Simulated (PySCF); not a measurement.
PySCF job for Te(H)(SiH3) (H4SiTe), SMILES [SiH3][TeH], B3LYP-D3(BJ)/def2-TZVP. Geometry optimised at B3LYP-D3(BJ)/def2-TZVP. The def2 effective core potentials stand for the cores of Te; spin–orbit coupling is left out.

```python
import numpy as np
from pyscf import gto, scf, dft, df
from pyscf.hessian import thermo

mol = gto.M(
    atom='''
    Te    0.03119334   -0.63025525    0.00000000
    H    -1.63008294   -0.70649969   -0.00000001
    Si   -0.00405871    1.88362504    0.00000000
    H    -0.67728908    2.41164209    1.20648743
    H    -0.67728905    2.41164208   -1.20648744
    H     1.41942941    2.28573799    0.00000000
    ''',
    basis='def2-TZVP',
    ecp={'Te': 'def2-tzvp'},
    charge=0,
    spin=0,
    max_memory=1600,
    verbose=3,
)
mf = dft.RKS(mol, xc='b3lyp').density_fit(auxbasis='def2-universal-jkfit')
mf.disp = 'd3bj'
mf.grids.level = 3
mf.conv_tol = 1e-11
mf.max_cycle = 100
mf.kernel()

# [left out here: the lines that compute and print the analytic Hessian (its translational invariance restored by hand, since the grid's response is missing), thermochemistry and intensities]
```

Program output:

```
converged SCF energy = -560.060852033733

WARN: DFTD3 does not support analytical Hessian, using finite difference


WARN: Mole.unit (angstrom) is changed to Bohr

Mode                                 0                   1                   2
Irrep
Freq [cm^-1]                      144.4738            326.6475            439.7265
Reduced mass [au]                   1.0131              9.3826              1.0346
Force const [Dyne/A]                0.0125              0.5898              0.1179
Char temp [K]                     207.8657            469.9730            632.6685
Normal mode                   x     y     z       x     y     z       x     y     z
       0  Te                 0.00  0.00 -0.01   -0.00  0.04  0.00   -0.00 -0.00 -0.00
       1   H                -0.00 -0.00  0.81    0.00 -0.05 -0.00   -0.04  0.70  0.00
       2  Si                -0.00 -0.00 -0.00   -0.00 -0.16 -0.00    0.02 -0.02  0.00
       3   H                -0.29 -0.07 -0.14    0.03 -0.11 -0.00   -0.19 -0.26 -0.01
       4   H                 0.29  0.07 -0.14    0.03 -0.11  0.00   -0.19 -0.26  0.01
       5   H                 0.00 -0.00  0.33    0.02 -0.22 -0.00   -0.13  0.50 -0.00
Mode                                 3                   4                   5
Irrep
Freq [cm^-1]                      555.0715            657.0584            896.4361
Reduced mass [au]                   1.0840              1.0966              1.0869
Force const [Dyne/A]                0.1968              0.2789              0.5146
Char temp [K]                     798.6244            945.3608           1289.7720
Normal mode                   x     y     z       x     y     z       x     y     z
       0  Te                 0.00 -0.00  0.01    0.01 -0.01 -0.00   -0.00 -0.00  0.00
       1   H                -0.00  0.00 -0.08   -0.03  0.69  0.00    0.00 -0.04 -0.00
       2  Si                -0.00  0.00 -0.05   -0.05  0.00  0.00   -0.00 -0.05 -0.00
       3   H                 0.03 -0.62  0.24    0.18  0.26  0.02    0.17  0.48 -0.12
       4   H                -0.03  0.62  0.24    0.18  0.26 -0.02    0.17  0.48  0.12
       5   H                -0.00  0.00  0.16    0.09 -0.47 -0.00   -0.17  0.58  0.00
Mode                                 6                   7                   8
Irrep
Freq [cm^-1]                      939.7378            962.6732           2113.9263
Reduced mass [au]                   1.0408              1.0376              1.0158
Force const [Dyne/A]                0.5416              0.5665              2.6745
Char temp [K]                    1352.0735           1385.0724           3041.4693
Normal mode                   x     y     z       x     y     z       x     y     z
       0  Te                 0.00 -0.00 -0.00   -0.00  0.00 -0.00    0.01  0.00  0.00
       1   H                 0.00  0.00  0.02   -0.00 -0.02  0.00   -0.99 -0.05 -0.00
       2  Si                 0.00  0.00 -0.03   -0.03  0.01 -0.00   -0.00 -0.00 -0.00
       3   H                 0.37  0.19  0.10    0.51 -0.22  0.39    0.00 -0.00 -0.01
       4   H                -0.37 -0.19  0.10    0.51 -0.22 -0.39    0.00 -0.00  0.01
       5   H                 0.00 -0.00  0.76   -0.08  0.21  0.00    0.03  0.01  0.00
Mode                                 9                  10                  11
Irrep
Freq [cm^-1]                     2227.0191           2239.8438           2245.8618
Reduced mass [au]                   1.0177              1.0532              1.0525
Force const [Dyne/A]                2.9740              3.1131              3.1277
Char temp [K]                    3204.1846           3222.6365           3231.2951
Normal mode                   x     y     z       x     y     z       x     y     z
       0  Te                 0.00  0.00  0.00   -0.00 -0.00 -0.00   -0.00 -0.00  0.00
       1   H                -0.00  0.00 -0.00    0.00  0.00 -0.00    0.03  0.00 -0.00
       2  Si                -0.00  0.02  0.00   -0.00 -0.00  0.04   -0.04  0.00 -0.00
       3   H                 0.28 -0.20 -0.50    0.32 -0.24 -0.56    0.15 -0.12 -0.29
       4   H                 0.28 -0.20  0.50   -0.32  0.24 -0.56    0.15 -0.12  0.29
       5   H                -0.49 -0.13  0.00    0.00  0.00  0.01    0.81  0.23 -0.00
temperature 298.1500 [K]
pressure 101325.00 [Pa]
Rotational constants [GHz] 58.42453 3.00833 2.95933
Symmetry number 1
Zero-point energy (ZPE) 0.03132 [Eh]   82234.148 [J/mol]
                           tot       elec      trans        rot        vib
Entropy [J/mol/K]       297.766      0.000    172.020    100.163     25.584
Cv [J/mol/K]             59.885      0.000     12.472     12.472     34.942
Cp [J/mol/K]             68.200      0.000     20.786     12.472     34.942
Internal energy [J/mol]                      3718.434   3718.434  86896.598
Internal energy [Eh]   -560.02492  -560.06085
Enthalpy [J/mol]                             6197.391   3718.434  86896.598
Enthalpy [Eh]          -560.02398
Gibbs free energy [J/mol]                  -45090.294 -26145.019  79268.866
Gibbs free energy [Eh] -560.05779
mode   freq/cm-1   IR/(km/mol)
   1      144.47         0.114
   2      326.65         6.720
   3      439.73        10.175
   4      555.07         4.959
   5      657.06        14.122
   6      896.44       388.060
   7      939.74        49.124
   8      962.67        58.083
   9     2113.93        32.907
  10     2227.02        80.774
  11     2239.84        85.530
  12     2245.86        84.024
max |gradient| / (hartree/bohr): 1.3815673029233367e-05
APT charges: [-0.0924 -0.0845  0.9491 -0.2649 -0.2649 -0.2426]
```

Self-consistency was reached.

Cost: about 90 core-seconds (a rough figure).
